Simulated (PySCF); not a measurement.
A series of related molecules.

All values: B3LYP/def2-SVPD (PySCF) at GFN2-xTB geometries, gas phase, one conformer each. Core orbitals are frozen in the response; Δα² is half the sum of the squared differences of the principal polarisabilities.

(1) Rank by mean static polarisability, highest first.
A. `N#CCC=C=C[SiH](Cl)Cl`
B. `C=C=C[SiH](Cl)Cl`
C. `CC(=O)C=C=C[SiH](Cl)Cl`
D. `N#CC=C=C[SiH](Cl)Cl`
E. `FCC=C=C[SiH](Cl)Cl`

(2) Rank by dipole moment, highest first.
A. `[CH3:1][C:2](=[O:3])[CH:4]=[C:5]=[CH:6][SiH:7]([Cl:8])[Cl:9]` with C1–C2–C4–C5 6°, C5–C6–Si7–Cl8 11°
B. `[CH2:1]=[C:2]=[CH:3][SiH:4]([Cl:5])[Cl:6]` with C2–C3–Si4–Cl5 129°
C. `[F:1][CH2:2][CH:3]=[C:4]=[CH:5][SiH:6]([Cl:7])[Cl:8]` with F1–C2–C3–C4 2°, C4–C5–Si6–Cl7 -15°

Results:

(1) C (17.76 Å³), A (17.06 Å³), D (15.97 Å³), E (15.54 Å³), B (13.44 Å³).

(2) A (3.61 D), C (2.18 D), B (1.81 D).

All values together:

| SMILES | change | formula | μ (D) | HOMO (eV) | LUMO (eV) | α (Å³) | Δα (Å³) | electrons | α per electron (Å³) |
| --- | --- | --- | --- | --- | --- | --- | --- | --- | --- |
| C=C=C[SiH](Cl)Cl | parent | C3H4Cl2Si | 1.81 | -7.66 | -0.96 | 13.44 | 7.37 | 70 | 0.192 |
| N#CC=C=C[SiH](Cl)Cl | H on C replaced by CN | C4H3Cl2NSi | 3.56 | -8.00 | -1.88 | 15.97 | 10.96 | 82 | 0.195 |
| FCC=C=C[SiH](Cl)Cl | H on C replaced by CH2F | C4H5Cl2FSi | 2.18 | -7.45 | -1.07 | 15.54 | 9.11 | 86 | 0.181 |
| CC(=O)C=C=C[SiH](Cl)Cl | H on C replaced by COCH3 | C5H6Cl2OSi | 3.61 | -7.25 | -1.97 | 17.76 | 11.12 | 92 | 0.193 |
| N#CCC=C=C[SiH](Cl)Cl | H on C replaced by CH2CN | C5H5Cl2NSi | 3.53 | -7.73 | -1.30 | 17.06 | 8.38 | 90 | 0.190 |

Conformers: `[CH2:1]=[C:2]=[CH:3][SiH:4]([Cl:5])[Cl:6]` with C2–C3–Si4–Cl5 129°; `[N:1]#[C:2][CH:3]=[C:4]=[CH:5][SiH:6]([Cl:7])[Cl:8]` with C4–C5–Si6–Cl7 -13°; `[F:1][CH2:2][CH:3]=[C:4]=[CH:5][SiH:6]([Cl:7])[Cl:8]` with F1–C2–C3–C4 2°, C4–C5–Si6–Cl7 -15°; `[CH3:1][C:2](=[O:3])[CH:4]=[C:5]=[CH:6][SiH:7]([Cl:8])[Cl:9]` with C1–C2–C4–C5 6°, C5–C6–Si7–Cl8 11°; `[N:1]#[C:2][CH2:3][CH:4]=[C:5]=[CH:6][SiH:7]([Cl:8])[Cl:9]` with C2–C3–C4–C5 -1°, C5–C6–Si7–Cl8 25°.

**Question.** Give the shifts from the parent, `C=C=C[SiH](Cl)Cl`.

**Answer.** 
| SMILES | change in μ (D) | change in HOMO (eV) | change in LUMO (eV) | change in mean α (Å³) |
| --- | --- | --- | --- | --- |
| N#CC=C=C[SiH](Cl)Cl | +1.75 | -0.34 | -0.92 | +2.53 |
| FCC=C=C[SiH](Cl)Cl | +0.37 | +0.21 | -0.11 | +2.10 |
| CC(=O)C=C=C[SiH](Cl)Cl | +1.80 | +0.41 | -1.01 | +4.32 |
| N#CCC=C=C[SiH](Cl)Cl | +1.72 | -0.07 | -0.34 | +3.62 |
